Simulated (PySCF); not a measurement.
Geometries of 2 isomers of C3H3BrO2, from PBE0-D3(BJ)/def2-SVP geometry optimisation, gas phase (PySCF). One conformer each, no zero-point energy, no frequencies.

Problem. Which isomer lies lower at this level?
A.
```xyz
9
angstrom
C     -0.238   -1.082    0.845
C     -0.585   -0.140   -0.030
Br    -2.295   -0.075   -0.816
O      0.159    0.900   -0.509
C      1.439    1.146   -0.155
O      2.110    0.513    0.598
H     -0.968   -1.843    1.118
H      0.759   -1.092    1.283
H      1.762    2.056   -0.698
```
B.
```xyz
9
angstrom
O     -1.218   -1.169   -0.625
C     -0.952   -0.069   -0.209
O     -1.865    0.900   -0.072
C      0.391    0.390    0.210
C      1.416   -0.461    0.115
Br     3.162   -0.043    0.601
H     -2.710    0.525   -0.362
H      0.500    1.409    0.586
H      1.273   -1.476   -0.266
```

Solution. B. That is `O=C(O)/C=C/Br`, 19.9 kcal/mol below the other.

| SMILES | atoms numbered as above | E (Eh) | relative (kcal/mol) | relative (kJ/mol) | dipole (D) |
| --- | --- | --- | --- | --- | --- |
| O=C(O)/C=C/Br | [O:1]=[C:2]([OH:3])/[CH:4]=[CH:5]/[Br:6] | -2839.62862 | 0.0 | 0.0 | 1.16 |
| C=C(Br)OC=O | [CH2:1]=[C:2]([Br:3])[O:4][CH:5]=[O:6] | -2839.59685 | 19.9 | 83.4 | 0.56 |

As drawn, the lower has an O–H bond, which the higher lacks.
